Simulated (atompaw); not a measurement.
**An all-electron radial function and its pseudo partner (Pm (Z = 61))**

Columns: radius, all-electron u(r) and pseudo u(r) of the 5s shell (level -55.05 eV) of promethium in the configuration [Kr] 4d10 4f5 5s2 5p6 5d0 6s0 6p0; PBE, scalar-relativistic, PAW (atompaw) scheme, atompaw 4.2.0.5.

| r (bohr) | all-electron | pseudo |
| --- | --- | --- |
| 0.115 | 0.0206 | 0.1825 |
| 0.231 | 0.2903 | 0.3606 |
| 0.346 | -0.2506 | 0.5256 |
| 0.462 | -0.5268 | 0.6754 |
| 0.577 | -0.3814 | 0.8030 |
| 0.692 | -0.0322 | 0.9066 |
| 0.808 | 0.3393 | 0.9846 |
| 0.923 | 0.6362 | 1.0347 |
| 1.038 | 0.8369 | 1.0581 |
| 1.154 | 0.9485 | 1.0559 |
| 1.269 | 0.9871 | 1.0308 |
| 1.385 | 0.9730 | 0.9854 |
| 1.500 | 0.9239 | 0.9245 |
| 1.615 | 0.8536 | 0.8520 |
| 1.731 | 0.7717 | 0.7715 |
| 1.846 | 0.6871 | 0.6884 |
| 1.962 | 0.6032 | 0.6052 |
| 2.077 | 0.5247 | 0.5263 |
| 2.192 | 0.4524 | 0.4533 |
| 2.308 | 0.3869 | 0.3871 |
| 2.423 | 0.3293 | 0.3293 |
| 2.538 | 0.2788 | 0.2788 |
| 2.654 | 0.2347 | 0.2347 |
| 2.769 | 0.1972 | 0.1972 |
| 2.885 | 0.1649 | 0.1649 |
| 3.000 | 0.1377 | 0.1377 |

Q: How many radial nodes do the two functions have?

A: The all-electron 5s function has n − l − 1 = 4 (the table is too coarse to show those close to the nucleus); the pseudo-wave has 0, since the states of the same l below it are removed with the core.

Q: At about which radius was the pseudo-wave matched?

A: 2.45 bohr. The columns agree to 0.0005 from 2.31 bohr on; several derivatives are matched, so the curves merge somewhat inside the radius.

Q: Is the pseudo-wave norm-conserving?

A: No, it belongs to a PAW set: the norm inside the radius is not constrained, and the difference is carried by the augmentation charge.
